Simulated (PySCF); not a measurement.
# Polarisability and C₆ of Ca⁺ (calcium, charge +1)

[Ar] 3d1, 2D determinant (an excited configuration). Calculation: PySCF 2.14, in aug-cc-pVTZ-X2C (7s6p4d2f, 59 functions); the spin-free X2C one-electron Hamiltonian (Gaussian nucleus). Coupled (time-dependent) response in atomic units; α is the mean over directions.

```json
{"method": "UHF", "mean α (bohr³)": "51.76", "α xx, yy, zz": "73.22, 73.22, 8.850", "C₆ (like pair)": "133.0", "S(−4)": "29740"}
{"method": "PBE0", "mean α (bohr³)": "56.72", "α xx, yy, zz": "80.38, 80.38, 9.415", "C₆ (like pair)": "155.9", "S(−4)": "29990"}
```

S(−4) is the Cauchy moment in α(ω) = α(0) + S(−4) ω² + …

α(iu) at PBE0:

```tsv
u (hartree)	α(iu) (bohr³)
0	56.72
0.0500	28.09
0.100	16.11
0.200	9.959
0.300	7.531
0.500	5.145
0.750	3.665
1.00	2.770
1.50	1.714
2.00	1.140
3.00	0.5906
5.00	0.2364
```

A single London oscillator, α(iu) = α/(1 + u²/ω²), gives C₆ = (3/4) ω α². Matching the computed C₆ needs ω = 4 × 155.9 / (3 × 56.72²) = 0.0646 hartree.

For an ion, C₆ is the dispersion term alone; charge-induced terms of lower order in 1/R come first.

The components differ because the open shell of this determinant is not spherical; for a pure term their mean is the scalar polarisability.
